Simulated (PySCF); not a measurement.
H6Ge2, charge +1, doublet, at a GFN2-xTB geometry (a state made from the parent by changing its charge; the spin is typed, not shown lowest), with bond 8-2 at 1.8 times its length; CASSCF(5,6)/STO-3G in PySCF.

PySCF was given this input:
```python
from pyscf import gto, scf, mcscf
import numpy

mol = gto.Mole()
mol.atom = '''
    Ge   -1.294595    0.137472   -0.022406
    Ge    1.294595   -0.137472    0.022406
    H    -1.734633   -0.848542   -1.077297
    H    -1.487745    1.587919   -0.393282
    H    -1.710041   -0.215607    1.385214
    H     1.488261   -1.575909    0.437188
    H     1.738569    0.880335    1.044956
    H     2.034385    0.419226   -2.532126
'''
mol.basis = 'sto-3g'
mol.charge = 1
mol.spin = 1
mol.verbose = 4
mol.build()

mf = scf.ROHF(mol)
mf.kernel()
mc = mcscf.CASSCF(mf, 6, 5)
mc.fix_spin_(ss=0.75)
mc.kernel()
occ = numpy.linalg.eigvalsh(mc.fcisolver.make_rdm1(mc.ci, mc.ncas, mc.nelecas))[::-1]
ss = mc.fcisolver.spin_square(mc.ci, mc.ncas, mc.nelecas)[0]
print('natural occupations', occ.round(4), ' <S^2>', round(ss, 4))
```

What the program printed (banner, timings and long lists left out):

```
PySCF version 2.14.0

[INPUT] verbose = 4
[INPUT] num. atoms = 8
[INPUT] num. electrons = 69
[INPUT] charge = 1
[INPUT] spin (= nelec alpha-beta = 2S) = 1
[INPUT] symmetry False subgroup None
[INPUT] Mole.unit = angstrom
[INPUT] Symbol           X                Y                Z      unit          X                Y                Z       unit  Magmom
[...]
nuclear repulsion = 302.408351445901
number of shells = 22
number of NR pGTOs = 126
number of NR cGTOs = 42
basis = sto-3g
ecp = {}

******** <class 'pyscf.scf.rohf.ROHF'> ********
method = ROHF
initial guess = minao
damping factor = 0
level_shift factor = 0
DIIS = <class 'pyscf.scf.diis.CDIIS'>
diis_start_cycle = 1
diis_space = 8
diis_damp = 0
SCF conv_tol = 1e-09
SCF conv_tol_grad = None
SCF max_cycles = 50
direct_scf = True
direct_scf_tol = 1e-13
num. doubly occ = 34  num. singly occ = 1
Set gradient conv threshold to 3.16228e-05
init E= -4100.8677267627
[...]
cycle= 1 E= -4106.4003338629  delta_E= -5.53  |g|= 0.483  |ddm|= 2.07
[...]
cycle= 2 E= -4106.40311525668  delta_E= -0.00278  |g|= 0.321  |ddm|= 1.65
[...]
cycle= 3 E= -4106.57679043703  delta_E= -0.174  |g|= 0.129  |ddm|= 1.18
[...]
cycle= 4 E= -4106.6232357583  delta_E= -0.0464  |g|= 0.0833  |ddm|= 0.372
[...]
cycle= 5 E= -4106.59735575467  delta_E= 0.0259  |g|= 0.0753  |ddm|= 0.277
[...]
cycle= 6 E= -4106.64118075037  delta_E= -0.0438  |g|= 0.0761  |ddm|= 0.883
[...]
cycle= 7 E= -4106.63216925246  delta_E= 0.00901  |g|= 0.0748  |ddm|= 0.556
[...]
cycle= 8 E= -4106.65647729447  delta_E= -0.0243  |g|= 0.0236  |ddm|= 0.454
[...]
cycle= 9 E= -4106.6560263675  delta_E= 0.000451  |g|= 0.0227  |ddm|= 0.0835
[...]
cycle= 10 E= -4106.65432012176  delta_E= 0.00171  |g|= 0.0344  |ddm|= 0.219
[...]
cycle= 11 E= -4106.65710690584  delta_E= -0.00279  |g|= 0.0173  |ddm|= 0.167
[...]
cycle= 12 E= -4106.65755200368  delta_E= -0.000445  |g|= 0.00799  |ddm|= 0.042
[...]
cycle= 13 E= -4106.65768725222  delta_E= -0.000135  |g|= 0.00163  |ddm|= 0.0241
[...]
cycle= 14 E= -4106.65768858429  delta_E= -1.33e-06  |g|= 0.00147  |ddm|= 0.00275
[...]
cycle= 15 E= -4106.65769353415  delta_E= -4.95e-06  |g|= 0.000825  |ddm|= 0.0121
[...]
cycle= 16 E= -4106.65769584682  delta_E= -2.31e-06  |g|= 7.21e-05  |ddm|= 0.00414
[...]
cycle= 17 E= -4106.65769584989  delta_E= -3.07e-09  |g|= 5.37e-05  |ddm|= 0.000529
[...]
cycle= 18 E= -4106.65769585901  delta_E= -9.12e-09  |g|= 6.2e-06  |ddm|= 0.000258
[...]
cycle= 19 E= -4106.65769585907  delta_E= -6.64e-11  |g|= 2.25e-06  |ddm|= 2.24e-05
[...]
Extra cycle  E= -4106.65769585908  delta_E= -8.19e-12  |g|= 1.36e-06  |ddm|= 7.71e-06
converged SCF energy = -4106.65769585908

******** <class 'pyscf.mcscf.mc1step.CASSCF'> ********
CAS (3e+2e, 6o), ncore = 32, nvir = 4
max_cycle_macro = 50
max_cycle_micro = 4
conv_tol = 1e-07
conv_tol_grad = None
orbital rotation max_stepsize = 0.02
orbital rotation threshold for CI restart = 0.01
augmented hessian ah_max_cycle = 30
augmented hessian ah_conv_tol = 1e-12
augmented hessian ah_linear dependence = 1e-14
augmented hessian ah_level shift = 1e-08
augmented hessian ah_start_tol = 2.5
augmented hessian ah_start_cycle = 3
augmented hessian ah_grad_trust_region = 3
kf_trust_region = 3
kf_interval = 4
ci_response_space = 4
ci_grad_trust_region = 3
with_dep4 0
natorb = False
canonicalization = True
sorting_mo_energy = False
ao2mo_level = 2
internal_rotation = False
******** <class 'pyscf.fci.addons.SpinPenaltyFCISolver'> ********
max. cycles = 50
conv_tol = 1e-08
davidson only = True
linear dependence = 1e-12
level shift = 0.001
max iter space = 12
nroots = 1
pspace_size = 400
spin = None
CASCI E = -4106.66814840761  S^2 = 0.7500000
Set conv_tol_grad to 0.000316228
macro iter   1 ( 21 JK    4 micro), CASSCF E = -4106.67107197522  dE = -2.92356761e-03  S^2 = 0.7500000
               |grad[o]|=0.0144  |grad[c]|=0.0198  |ddm|=0.0171  |maxRot[o]|=0.257
macro iter   2 ( 21 JK    4 micro), CASSCF E = -4106.67323854446  dE = -2.16656924e-03  S^2 = 0.7500000
               |grad[o]|=0.0081  |grad[c]|=0.0114  |ddm|=0.0154  |maxRot[o]|=0.253
macro iter   3 ( 21 JK    4 micro), CASSCF E = -4106.67842714156  dE = -5.18859709e-03  S^2 = 0.7500000
               |grad[o]|=0.00795  |grad[c]|=0.0147  |ddm|=0.0587  |maxRot[o]|=0.232
macro iter   4 ( 21 JK    4 micro), CASSCF E = -4106.68570506292  dE = -7.27792137e-03  S^2 = 0.7500000
               |grad[o]|=0.0118  |grad[c]|=0.0145  |ddm|=0.0198  |maxRot[o]|= 0.21
macro iter   5 ( 21 JK    4 micro), CASSCF E = -4106.68861822719  dE = -2.91316427e-03  S^2 = 0.7500000
               |grad[o]|=0.0101  |grad[c]|=0.00717  |ddm|=0.00794  |maxRot[o]|=0.159
macro iter   6 ( 16 JK    4 micro), CASSCF E = -4106.68906434407  dE = -4.46116876e-04  S^2 = 0.7500000
               |grad[o]|=0.00481  |grad[c]|=0.00428  |ddm|=0.00131  |maxRot[o]|=0.055
macro iter   7 ( 12 JK    4 micro), CASSCF E = -4106.68925896980  dE = -1.94625734e-04  S^2 = 0.7500000
               |grad[o]|=0.00291  |grad[c]|=0.00231  |ddm|=0.00107  |maxRot[o]|=0.042
macro iter   8 (  4 JK    1 micro), CASSCF E = -4106.68934037192  dE = -8.14021150e-05  S^2 = 0.7500000
               |grad[o]|=0.00159  |grad[c]|=0.00127  |ddm|=0.00109  |maxRot[o]|=0.0348
macro iter   9 (  3 JK    1 micro), CASSCF E = -4106.68934038955  dE = -1.76341928e-08  S^2 = 0.7500000
               |grad[o]|=5.48e-05  |grad[c]|=3.15e-05  |ddm|=5.27e-05  |maxRot[o]|=0.000504
1-step CASSCF converged in   9 macro (140 JK  30 micro) steps
CASSCF canonicalization
Density matrix diagonal elements [1.97196705 1.93864653 1.00333799 0.04598859 0.01751674 0.0225431 ]
CASSCF energy = -4106.68934038955
CASCI E = -4106.68934038955  E(CI) = -6.07023349811152  S^2 = 0.7500000
natural occupations [1.9726 1.9429 1.0007 0.0515 0.0258 0.0065]  <S^2> 0.75
```
